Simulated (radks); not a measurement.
The manganese ion Mn2+, 23 electrons, occupied as [Ne] 3s1.5 3p6 3d5 4f0.5 (fractional occupations, a model configuration). Calculated with a radial shooting solver on a logarithmic mesh with Libxc functionals: scalar-relativistic Kohn-Sham, r2SCAN, spin-polarised, spherical densities, finite nucleus; open shells are filled with parallel spins first; meta-GGA in the generalised Kohn-Sham scheme; Fermi nuclear charge, rms radius 3.7057 fm. Some entries of the table are withheld. Estimate them.

| orbital | occ. | eigenvalue (hartree) | <1/r> (bohr^-1) |
|---|---|---|---|
| 1s up | 1 | -238.1041 | 24.93 |
| 1s down | 1 | -238.0951 | 24.92 |
| 2s up | 1 | -28.61805 | 5.317 |
| 2s down | 1 | -28.50042 | 5.330 |
| 2p up | 3 | -24.32833 | 5.200 |
| 2p down | 3 | -24.23483 | 5.213 |
| 3s up | 1 | -4.28534 | 1.671 |
| 3s down | 0.5 | -3.97216 | 1.649 |
| 3p up | 3 | -3.08170 | 1.536 |
| 3p down | 3 | -2.77360 | 1.514 |
| 3d up | 5 | -1.21622 | (1) |
| 3d down | 0 | -0.92098 | (2) |
| 4f up | 0.5 | -0.19816 | 0.1700 |

Answer. 
(1) 3d up <1/r> (bohr^-1): 1.224
(2) 3d down <1/r> (bohr^-1): 1.180
